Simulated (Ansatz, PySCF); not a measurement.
System: sum formula AlOF (charge 0, singlet). 
Coordinates optimised at B3LYP-D3(BJ)/def2-TZVP (Ansatz, a first-principles code):
SMILES: [O]=[Al][F]
```xyz
3

Al     0.0000     0.0000    -0.0650
O      0.0000     0.0000    -1.6623
F      0.0000     0.0000     1.5714
```
Charge 0, spin multiplicity 1.

Dipole moments at this geometry, in debye (magnitudes).

| level | program | dipole (D) |
|---|---|---|
| BLYP/def2-TZVPD | Ansatz | 3.04 |
| revPBE/def2-TZVPD | Ansatz | 3.07 |
| BP86/def2-TZVPD | PySCF | 3.07 |
| B97M-V/def2-TZVPD | Ansatz | ? |
| PBE0/def2-TZVPD | Ansatz | 3.38 |
| r2SCANh/def2-TZVPD | Ansatz | 3.36 |
| HSE06/def2-TZVPD | Ansatz | 3.37 |
| CAM-B3LYP/def2-TZVPD | Ansatz | 3.49 |
| CCSD(T)/aug-cc-pV(D+d)Z | Ansatz | ? |

Question: What belongs in the gaps?

Answer: 
- B97M-V/def2-TZVPD, dipole (D): 3.25
- CCSD(T)/aug-cc-pV(D+d)Z, dipole (D): 3.19
